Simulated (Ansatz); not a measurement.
Reaction (formal loss of a carbene): `[CH3][GaH][CH2]F` → `[CH2]` (triplet) + `[CH3][GaH][F]`

Calculated with Ansatz (gas phase, PBE0-D4/def2-TZVP geometries, no zero-point term in ΔE). CCSD(T)/CBS is the MP2 limit (def2-TZVPP, def2-QZVPP) plus CCSD(T) − MP2 in def2-TZVPP, frozen cores. This one scheme is used for every species. Functionals use def2-TZVPP. Triplets are unrestricted, without spin–orbit coupling. For Ga outer-core shells are correlated without core-valence functions, which leaves a few kJ/mol of doubt a bond. Scalar relativity is left out up to krypton. One conformer a species, not always the lowest.

| level | ΔE (kJ/mol) | difference from CCSD(T)/CBS |
| --- | --- | --- |
| PBE-D4 | 264.8 | 14.6 |
| r2SCAN-D4 | 227.1 | -23.1 |
| PBE0-D4 | 252.6 | 2.4 |
| PBE | 259.2 | 9.0 |
| PBE0 | 247.8 | -2.4 |
| CCSD/def2-TZVPP | 226.7 | -23.5 |
| SCS-MP2/def2-QZVPP | 252.2 | 2.0 |
| HF/CBS(def2) | 97.0 | -153.2 |
| MP2/CBS(def2) | 253.4 | 3.2 |
| CCSD/CBS(def2) | 239.2 | -11.0 |
| CCSD(T)/CBS | 250.2 | 0 |

Largest T1 diagnostic among the species: 0.013.

The D4 term adds +8.9 kJ/mol with B3LYP and +4.8 kJ/mol with PBE0; it sums over pairs of atoms, weighted by their polarisabilities, and B3LYP, whose exchange is more repulsive, gets the larger term. In def2-TZVPP, CCSD(T) changes the Hartree–Fock value by +138.8 kJ/mol (the triples alone add +11.0 kJ/mol) and MP2 by +142.0 kJ/mol. From PBE to PBE0 (25 % exact exchange), in def2-TZVPP and without D4, ΔE moves by −11.4 kJ/mol.

B3LYP here is the variant with VWN-RPA as its local correlation; programs differ in this.
